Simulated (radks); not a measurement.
The mean radii <r> (bohr) of the occupied orbitals of an atom or ion are listed with their occupations. All-electron calculation, scalar-relativistic Kohn-Sham, BP86, spin-unpolarised, spherical densities, finite nucleus; Fermi nuclear charge, rms radius of each element as measured or else 0.836 A^(1/3) + 0.57 fm. Program: a radial shooting solver on a logarithmic mesh with Libxc functionals.

orbital  occ.      <r>
1s          2  0.06089
2s          2   0.2794
2p          6   0.2471
3s          2   0.8332
3p          6   0.8707
3d          3   0.9652

Name the element and its charge.

Answer. Z = 25, manganese, charge +4: Mn4+ in [Ar] 3d3. The 1s radius gives Z: for a bare nucleus <r> = (2 gamma + 1)/(2Z) with gamma = sqrt(1 - (Z/c)^2), 0.05933 bohr for Z = 25, and screening makes it slightly larger (0.06089 here). The occupations add up to 21, and the charge is Z minus that.
